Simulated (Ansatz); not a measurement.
C$_{2}$H$_{7}$NSi (`C=N[SiH2]C`), relaxed with RKS PBE0-D4/def2-TZVP in the Gaussian-basis code of Ansatz from a PBE-D4/def2-SVP geometry. The force threshold is 0.005 eV/Å; the program also tests the step.

The species carries charge 0 and has multiplicity 1.

Start:

```xyz
11

C    -1.746    1.388    0.233
N    -0.508    1.211    0.001
Si    0.187   -0.268   -0.690
C     1.491   -0.929    0.495
H    -2.108    2.349    0.672
H    -2.553    0.634    0.028
H    -0.875   -1.317   -0.961
H     0.821    0.130   -1.995
H     2.257   -0.153    0.697
H     1.998   -1.814    0.059
H     1.037   -1.231    1.460
```

```
        step  energy (eV)  largest force (eV/Å)  largest move (Å)
           1  -11549.6275                 0.848             0.000
           2  -11549.6803                 0.210             0.043
           3  -11549.6859                 0.087             0.018
4 (rejected)  -11549.6854                 0.132             0.009
           5  -11549.6860                 0.015             0.004
           6  -11549.6861                 0.011             0.004
           7  -11549.6861                 0.002             0.002
```

End:

```xyz
11

C    -1.721    1.363    0.230
N    -0.496    1.205   -0.002
Si    0.188   -0.251   -0.684
C     1.471   -0.916    0.490
H    -2.088    2.300    0.666
H    -2.494    0.604    0.023
H    -0.875   -1.273   -0.939
H     0.807    0.128   -1.981
H     2.236   -0.162    0.686
H     1.957   -1.799    0.068
H     1.016   -1.199    1.442
```

Run time 20 s (4 threads of a server CPU on a shared host); peak host memory 0.37 GiB.
